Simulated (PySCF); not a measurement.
Species: C₂H₉NOSi₂.
Atom-mapped SMILES: `[NH2:1][C:2](=[O:3])[CH:4]([SiH3:5])[SiH3:6]` (hydrogens: H7, H8 on N1; H9 on C4; H10, H11, H12 on Si5; H13, H14, H15 on Si6)

Computed by this run: PBE0-D3(BJ)/def2-SVP geometry optimisation, gas phase (PySCF 2.14.0); density fitting, grid level 1; the optimiser is geomeTRIC in internal coordinates, started from a GFN2-xTB structure with every atom displaced at random (about 0.01 Å).

The end geometry, which sets the zero of energy:
```
atom  x, y, z in Å
N1      2.2120    0.6159    0.2026
C2      1.2430   -0.3345    0.1925
O3      1.4125   -1.4437    0.6658
C4     -0.0799    0.0625   -0.4232
Si5    -1.0500   -1.5314   -0.7878
Si6    -1.0513    1.2253    0.7173
H7      2.0630    1.5438   -0.1644
H8      3.1043    0.3867    0.6204
H9      0.0679    0.6178   -1.3673
H10    -0.2183   -2.4973   -1.5590
H11    -2.2289   -1.1427   -1.6272
H12    -1.5679   -2.1463    0.4668
H13    -2.4233    1.4389    0.1679
H14    -0.3624    2.5521    0.8059
H15    -1.1407    0.6350    2.0841
```

Task: These geometries come from the run, each turned onto the end geometry. Order them by energy, lowest first.
A.
```
atom  x, y, z in Å
N1      2.1897    0.5584    0.1947
C2      1.1491   -0.3146    0.1505
O3      1.2564   -1.4373    0.6005
C4     -0.0931    0.1111   -0.4670
Si5    -0.9976   -1.5773   -0.7721
Si6    -1.0640    1.2677    0.7245
H7      2.0708    1.5197   -0.1496
H8      3.0570    0.3246    0.6124
H9      0.0515    0.6609   -1.3723
H10    -0.1249   -2.4244   -1.5526
H11    -2.2100   -1.2637   -1.5376
H12    -1.3971   -2.1771    0.5030
H13    -2.3966    1.5805    0.1423
H14    -0.3128    2.5168    0.8737
H15    -1.1985    0.6368    2.0441
```
B.
```
atom  x, y, z in Å
N1      2.2140    0.6185    0.1950
C2      1.2358   -0.3238    0.2169
O3      1.3934   -1.4162    0.7305
C4     -0.0823    0.0660   -0.4144
Si5    -1.0438   -1.5304   -0.7858
Si6    -1.0631    1.2245    0.7229
H7      2.0862    1.5160   -0.2479
H8      3.1166    0.3832    0.5855
H9      0.0757    0.6199   -1.3567
H10    -0.2092   -2.4752   -1.5808
H11    -2.2358   -1.1411   -1.6056
H12    -1.5354   -2.1735    0.4646
H13    -2.4128    1.4793    0.1364
H14    -0.3501    2.5330    0.8636
H15    -1.2093    0.6018    2.0702
```
C.
```
atom  x, y, z in Å
N1      2.2153    0.6181    0.1956
C2      1.2341   -0.3210    0.2194
O3      1.4020   -1.4012    0.7508
C4     -0.0870    0.0663   -0.4190
Si5    -1.0508   -1.5279   -0.7903
Si6    -1.0655    1.2241    0.7226
H7      2.1057    1.5047   -0.2734
H8      3.1119    0.3824    0.6013
H9      0.0723    0.6202   -1.3623
H10    -0.2072   -2.4620   -1.5901
H11    -2.2528   -1.1554   -1.6008
H12    -1.5214   -2.1772    0.4650
H13    -2.4128    1.4936    0.1366
H14    -0.3463    2.5278    0.8754
H15    -1.2173    0.5895    2.0639
```
D.
```
atom  x, y, z in Å
N1      2.2035    0.6266    0.1927
C2      1.2413   -0.3274    0.2312
O3      1.4006   -1.4060    0.7652
C4     -0.0800    0.0631   -0.4182
Si5    -1.0629   -1.5308   -0.7986
Si6    -1.0559    1.2272    0.7275
H7      2.0859    1.4901   -0.3100
H8      3.1003    0.4174    0.6222
H9      0.0865    0.6219   -1.3632
H10    -0.2060   -2.4573   -1.5966
H11    -2.2716   -1.1821   -1.6101
H12    -1.5241   -2.1851    0.4556
H13    -2.3988    1.5196    0.1425
H14    -0.3232    2.5229    0.8928
H15    -1.2155    0.5819    2.0616
```

Result: B (0.003 eV), C (0.006 eV), D (0.016 eV), A (0.216 eV).

In the order of the answer:

```csv
step,E above end (eV),largest force (eV/Å),rms force component (eV/Å),rms distance from end (Å),rms bond change (Å),bond most changed (Å)
4,0.003,0.06,0.013,0.046,0.001,N1–C2 +0.001
2,0.006,0.23,0.052,0.058,0.002,C2–C4 +0.005
1,0.016,0.48,0.119,0.071,0.005,C2–C4 +0.011
0,0.216,2.15,0.688,0.106,0.031,C2–C4 -0.061
```

What follows is the cost of the whole optimisation. On one thread of an Arm Neoverse V2, on a shared host, this took 74 s of wall time and 0.60 GiB of memory at its peak.
